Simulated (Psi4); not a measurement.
BaF$_{2}$, triplet, at a GFN2-xTB geometry of the parent state (such geometries of metal compounds can be far from the true shape) (a higher spin typed on purpose: for a closed-shell molecule this is an excited state) (core potentials on Ba); PBE/def2-SV(P) in Psi4 1.11.

Input for Psi4:
```
memory 2 GB

molecule {
0 3
Ba    0.18650156    0.20127267    0.18654445
F    -0.80048008    0.58592680   -1.66796607
F    -0.35997410   -1.83829010    0.50724504
}

set {
  basis def2-sv(p)
  reference uks
}

energy('pbe')
print_variables()
```

### Question
Write the output that Psi4 gives for this input, abridged.

### Answer

```
   => Loading Basis Set <=

    Name: DEF2-SV(P)
    Role: ORBITAL
    Keyword: BASIS

    !!!  WARNING: ECP capability is in beta. Please check occupations closely.  !!!

         ---------------------------------------------------------
                                   SCF
               by Justin Turney, Rob Parrish, Andy Simmonett
                          and Daniel G. A. Smith
                              UKS Reference
         ---------------------------------------------------------

  ==> Geometry <==

    Molecular point group: cs
    Full point group: Cs

    Geometry (in Angstrom), charge = 0, multiplicity = 3:

       Center              X                  Y                   Z               Mass
    ------------   -----------------  -----------------  -----------------  -----------------
         BA          -0.227576707316     0.187164305352     0.000000000000   137.905247000000
         F            1.869818135534     0.589949234811     0.000000000000    18.998403162730
         F           -0.217888667299    -1.948533929430     0.000000000000    18.998403162730

  Running in cs symmetry.

  Rotational constants: A =      0.30413  B =      0.16428  C =      0.10666 [cm^-1]
  Rotational constants: A =   9117.68608  B =   4925.03338  C =   3197.73591 [MHz]
  Nuclear repulsion =   57.640871514517372

  Charge       = 0
  Multiplicity = 3
  Electrons    = 28
  Nalpha       = 15
  Nbeta        = 13

  ==> Algorithm <==

  SCF Algorithm Type is DF.
  DIIS enabled.
  MOM disabled.
  Fractional occupation disabled.
  Guess Type is SAD.
  Energy threshold   = 1.00e-06
  Density threshold  = 1.00e-06
  Integral threshold = 1.00e-12

  ==> Primary Basis <==

  Basis Set: DEF2-SV(P)
    Blend: DEF2-SV(P)
    Number of shells: 22
    Number of basis functions: 58
    Number of Cartesian functions: 65
    Spherical Harmonics?: true
    Max angular momentum: 3

  Core potential: DEF2-SV(P)
    Number of shells: 4
    Number of ECP primitives: 10
    Number of ECP core electrons: 46
    Max angular momentum: 3

  ==> DFT Potential <==

   => LibXC <=

    Version 7.1.2
    S. Lehtola, C. Steigemann, M. J. T. Oliveira, and M. A. L. Marques,  SoftwareX 7, 1–5 (2018) (10.1016/j.softx.2017.11.002)

   => Composite Functional: PBE <=

    PBE GGA Exchange-Correlation Functional

    J.P. Perdew et. al., Phys. Rev. Lett., 77(18), 3865-3868, 1996

    Deriv               =              1
    GGA                 =           TRUE
[...]

   @Spin Contamination Metric:   2.338879566E-03
   @S^2 Expected:                2.000000000E+00
   @S^2 Observed:                2.002338880E+00
   @S   Expected:                1.000000000E+00
   @S   Observed:                1.000000000E+00

    Orbital Energies [Eh]
    ---------------------

    Alpha Occupied:

[...]
    Alpha Virtual:

[...]
      40Ap    83.125825

    Beta Occupied:

[...]
      10Ap    -0.349179

    Beta Virtual:

[...]
    Final Occupation by Irrep:
             Ap   App
    DOCC [    10,    3 ]
    SOCC [     2,    0 ]
    NA   [    12,    3 ]
    NB   [    10,    3 ]

  @DF-UKS Final Energy:  -224.76861693108000

   => Energetics <=

    Nuclear Repulsion Energy =             57.6408715145173716
    One-Electron Energy =                -435.2148147829132085
    Two-Electron Energy =                 177.2156495693657519
    DFT Exchange-Correlation Energy =     -24.4103232320498940
    Empirical Dispersion Energy =           0.0000000000000000
    VV10 Nonlocal Energy =                  0.0000000000000000
    Total Energy =                       -224.7686169310800040

  UHF NO Occupations:
  HONO-2 :   10 Ap 1.9990694
  HONO-1 :   11 Ap 1.0000000
  HONO-0 :   12 Ap 1.0000000
  LUNO+0 :   13 Ap 0.0009306
  LUNO+1 :   14 Ap 0.0000559
  LUNO+2 :   15 Ap 0.0000547
  LUNO+3 :   16 Ap 0.0000320

Computation Completed

Properties will be evaluated at   0.000000,   0.000000,   0.000000 [a0]

Properties computed using the SCF density matrix

 Multipole Moments:

 ------------------------------------------------------------------------------------
     Multipole            Electronic (a.u.)      Nuclear  (a.u.)        Total (a.u.)
 ------------------------------------------------------------------------------------

 L = 1.  Multiply by 2.5417464519 to convert [e a0] to [Debye]
 Dipole X            :        -23.8861554           23.7946720           -0.0914835
 Dipole Y            :         19.6444151          -19.5692841            0.0751309
 Dipole Z            :          0.0000000            0.0000000            0.0000000
 Magnitude           :                                                    0.1183802

 ------------------------------------------------------------------------------------

  Variable Map:
  ----------------------------------------------------------------------------
[...]
  Array Variable Map:
  ----------------------------------------------------------------------------
[...]
[...]
```
